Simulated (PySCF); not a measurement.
PySCF input for Se(iPr)(OH) (C3H8OSe), SMILES CC(C)[Se]O, PBE/pcSseg-1. Geometry: PBE0-D3(BJ)/def2-SVP. One conformer was computed; it need not be the lowest.

```python
import numpy as np
from pyscf import gto, scf, dft
from pyscf.prop.nmr import rks as nmr

mol = gto.M(
    atom='''
    Se    0.25814272    0.42402192    0.80303312
    C    -0.96445023   -0.60915670   -0.33353659
    C    -0.33541314   -1.93856541   -0.71486036
    C    -1.40562491    0.20196548   -1.53974474
    H    -1.82044141   -0.77047412    0.34691159
    H    -1.01170703   -2.51385538   -1.36863916
    H     0.60493036   -1.76602750   -1.26051086
    H    -0.10641493   -2.54626578    0.17183991
    H    -1.90353528    1.13618489   -1.24276795
    H    -2.10175340   -0.38008028   -2.16598927
    H    -0.53504218    0.45621136   -2.16495171
    O     1.60818754    0.57825501   -0.40363688
    H     1.46454052    1.41606117   -0.86107342
    ''',
    basis='pcSseg-1',
    charge=0,
    spin=0,
    max_memory=1600,
    verbose=3,
)
mf = dft.RKS(mol, xc='pbe')
mf.grids.level = 3
mf.conv_tol = 1e-10
mf.max_cycle = 100
mf.kernel()
n = nmr.NMR(mf)
n.verbose = 2
n.max_cycle_cphf = 60
sigma = n.kernel()
print('atom   isotropic/ppm   span/ppm')
for i, s in enumerate(sigma):
    w = np.linalg.eigvalsh((s + s.T) / 2)
    print(f'{mol.atom_symbol(i):2s}{i + 1:3d} {w.mean():14.3f} {w[2] - w[0]:11.3f}')
```

Program output:

```
converged SCF energy = -2595.02030778002
atom   isotropic/ppm   span/ppm
Se  1        223.373    2452.106
C   2        126.770      32.670
C   3        156.541      55.351
C   4        155.697      56.853
H   5         28.527       9.763
H   6         29.930      11.587
H   7         29.041       7.679
H   8         29.544      11.077
H   9         29.646      10.956
H  10         29.791      11.441
H  11         29.536       7.182
O  12        373.653     181.833
H  13         29.856      25.241
```

The run converged.

Cost: around 40 core-seconds (rough).
